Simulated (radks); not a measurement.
Species: In XXXIV. Configuration: [Ne] 3s2 3p4 (the NIST ground configuration). Calculated with a radial shooting solver on a logarithmic mesh with Libxc functionals: scalar-relativistic Kohn-Sham, exchange-only LDA, spin-polarised, spherical densities, point nucleus; open shells are filled with parallel spins first (spin-orbit coupling, left out, can overturn this in heavy ions).

Radial electron density D(r) = 4 pi r^2 rho(r):

| r (bohr) | D(r) (e/bohr) | spin D(r) |
|---|---|---|
| 0.002731 | 8.019 | 0.0000785 |
| 0.003055 | 9.575 | 0.000225 |
| 0.003417 | 11.39 | 0.000464 |
| 0.003791 | 13.33 | 0.000813 |
| 0.00424 | 15.73 | 0.00139 |
| 0.004743 | 18.45 | 0.00229 |
| 0.005263 | 21.29 | 0.00353 |
| 0.005886 | 24.69 | 0.00553 |
| 0.006584 | 28.43 | 0.00851 |
| 0.007306 | 32.17 | 0.0126 |
| 0.008171 | 36.43 | 0.0189 |
| 0.00914 | 40.87 | 0.0281 |
| 0.01014 | 45.02 | 0.0403 |
| 0.01134 | 49.39 | 0.0589 |
| 0.01269 | 53.48 | 0.0853 |
| 0.01408 | 56.85 | 0.119 |
| 0.01575 | 59.80 | 0.170 |
| 0.01761 | 61.88 | 0.239 |
| 0.01954 | 62.88 | 0.324 |
| 0.02186 | 62.92 | 0.445 |
| 0.02445 | 61.92 | 0.603 |
| 0.02713 | 60.25 | 0.786 |
| 0.03035 | 57.98 | 1.03 |
| 0.03394 | 55.72 | 1.32 |
| 0.03796 | 54.07 | 1.65 |
| 0.04212 | 53.61 | 1.98 |
| 0.04712 | 54.67 | 2.34 |
| 0.0527 | 57.53 | 2.66 |
| 0.05848 | 61.57 | 2.88 |
| 0.06541 | 66.73 | 2.96 |
| 0.07316 | 71.62 | 2.85 |
| 0.08118 | 74.70 | 2.53 |
| 0.0908 | 75.20 | 1.97 |
| 0.1016 | 71.96 | 1.25 |
| 0.1127 | 65.56 | 0.591 |
| 0.126 | 55.86 | 0.0852 |
| 0.141 | 45.01 | 0.0340 |
| 0.1564 | 35.80 | 0.566 |
| 0.175 | 28.57 | 1.82 |
| 0.1957 | 25.00 | 3.63 |
| 0.2172 | 24.58 | 5.49 |
| 0.2429 | 25.73 | 7.20 |
| 0.2717 | 26.51 | 8.14 |
| 0.3015 | 25.48 | 8.07 |
| 0.3372 | 22.00 | 7.04 |
| 0.3771 | 16.75 | 5.37 |
| 0.4218 | 11.09 | 3.56 |
| 0.4681 | 6.611 | 2.12 |
| 0.5236 | 3.235 | 1.04 |
| 0.5856 | 1.325 | 0.428 |
| 0.6498 | 0.4857 | 0.158 |
| 0.7268 | 0.1342 | 0.0439 |
| 0.8129 | 0.02928 | 0.00968 |
| 0.902 | 0.005646 | 0.00188 |
| 1.009 | 0.0007264 | 0.000245 |

D(r) has 3 maxima, at r = 0.0207, 0.0872, 0.272 bohr, and minima at 0.0415, 0.210 bohr, inside which lie 2.02, 10.52 electrons.
